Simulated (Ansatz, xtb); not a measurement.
## ClH3OSi2: which of two conformers lies lower

We compare a, `[SiH]O[SiH2]Cl`, a singlet, with b, `[SiH]O[SiH2]Cl`, a singlet. Both are isolated molecules in the gas phase, relaxed with r2SCAN-D4/def2-SVP.

a (Å):

```xyz
7

Cl    1.1400   -1.2147    2.1604
O    -0.3832    0.5389    0.2018
Si   -2.0055    0.9589    0.0954
Si    0.6202   -0.7883    0.2093
H    -2.5586   -0.4776   -0.1377
H     1.8530   -0.4504   -0.5405
H    -0.0904   -1.9672   -0.3523
```

b (Å):

```tsv
atom	x (Å)	y (Å)	z (Å)
Cl	-2.9135	0.1922	0.0237
O	0.1070	0.7501	0.0468
Si	-1.0951	0.1271	1.0038
Si	0.6324	1.4430	-1.3866
H	-1.1961	0.9524	2.2317
H	-0.7750	-1.2899	1.3013
H	-0.7407	1.4810	-2.1045
```

Problem. Estimate which is lower in electronic energy at CCSD(T)/def2-TZVP, and by roughly how much.

Solution. Too close to call at this level: CCSD(T)/def2-TZVP gives E(b) − E(a) = −0.03 kcal/mol.

The same difference at several levels:

```csv
level,geometry,E(b) − E(a) (kcal/mol),departure from the last row (kcal/mol),"job, with rough time for the two"
r2SCAN-D4/def2-SVP,r2SCAN-D4/def2-SVP,−0.55,−0.52,"optimisation, 35 s"
HF/def2-TZVP,r2SCAN-D4/def2-SVP,−0.16,−0.12,part of the CCSD(T) run
MP2/def2-TZVP,r2SCAN-D4/def2-SVP,−0.03,0.00,part of the CCSD(T) run
CCSD(T)/def2-TZVP,r2SCAN-D4/def2-SVP,−0.03,,"single point, 23 s"
```

The largest departure from CCSD(T)/def2-TZVP is that of r2SCAN-D4/def2-SVP, 0.52 kcal/mol. Levels run at GFN2-xTB geometries aren't shown.

With harmonic frequencies from r2SCAN-D4/def2-SVP (ideal gas, rigid rotor, one conformer each, 298.15 K, 1 atm): on the last row, ΔE + ΔZPE = +0.02 kcal/mol. A mode under 50 cm⁻¹ makes harmonic enthalpies and free energies unreliable, so none is given.

The correlated steps freeze 16 core orbitals. Programs: Ansatz 0.2.0; the last row on 2 threads of Intel(R) Xeon(R) Gold 6455B (Sapphire Rapids) on a shared host.
